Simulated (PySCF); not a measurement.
Polarisability and C₆ of Mg⁺ (magnesium, charge +1)

[Ne] 3s1, 2S determinant. Calculation: PySCF 2.14, in aug-cc-pVQZ with one added diffuse shell each of s, p, d, f, g type (8s7p5d4f3g, 109 functions); no relativity, point nucleus. Coupled (time-dependent) response in atomic units; α is the mean over directions.

```json
{"method": "wB97X", "mean α (bohr³)": "38.12", "C₆ (like pair)": "173.7", "S(−4)": "1546"}
```

S(−4) is the Cauchy moment in α(ω) = α(0) + S(−4) ω² + …

α(iu) at wB97X:

| u (hartree) | α(iu) (bohr³) |
| --- | --- |
| 0 | 38.12 |
| 0.0500 | 34.62 |
| 0.100 | 27.16 |
| 0.200 | 14.70 |
| 0.300 | 8.453 |
| 0.500 | 3.746 |
| 0.750 | 1.932 |
| 1.00 | 1.235 |
| 1.50 | 0.6879 |
| 2.00 | 0.4652 |
| 3.00 | 0.2665 |
| 5.00 | 0.1225 |

A single London oscillator, α(iu) = α/(1 + u²/ω²), gives C₆ = (3/4) ω α². Matching the computed C₆ needs ω = 4 × 173.7 / (3 × 38.12²) = 0.159 hartree.

For an ion, C₆ is the dispersion term alone; charge-induced terms of lower order in 1/R come first.
